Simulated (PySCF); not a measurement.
H4OPbSi, neutral, multiplicity 1. Atoms are numbered in the order given.

```xyz
7

Pb     0.0872    -0.2451     0.4163
O      0.9405    -1.2641    -1.2229
H      0.8053    -0.8136    -2.0656
Si    -0.8783     1.7579    -1.2444
H     -1.5452     2.9207    -0.5697
H     -1.8763     1.1790    -2.2088
H      0.2358     2.3147    -2.0866
```
Charge 0, spin multiplicity 1.

Geometry: PBE0-D3(BJ)/def2-SVP. The def2 effective core potentials stand for the cores of Pb; spin–orbit coupling is left out. One conformer was computed; it need not be the lowest.

Calculation: PBE/def2-TZVPD (PySCF).

Mulliken values depend strongly on the basis, most of all with diffuse functions as here. ESP charges are fitted to the potential on shells at 1.4 to 2.0 van der Waals radii. Atomic charges (e):

```tsv
atom	Mulliken	ESP fit
Pb1	0.61	(withheld)
O2	-0.68	-0.58
H3	0.30	0.32
Si4	-0.19	(withheld)
H5	-0.04	(withheld)
H6	0.00	(withheld)
H7	0.00	(withheld)
```

Complete the blanks. (Estimate from the structure and the level; the computed values follow.)


- Pb1, ESP fit: 0.37
- Si4, ESP fit: 0.22
- H5, ESP fit: -0.12
- H6, ESP fit: -0.10
- H7, ESP fit: -0.10
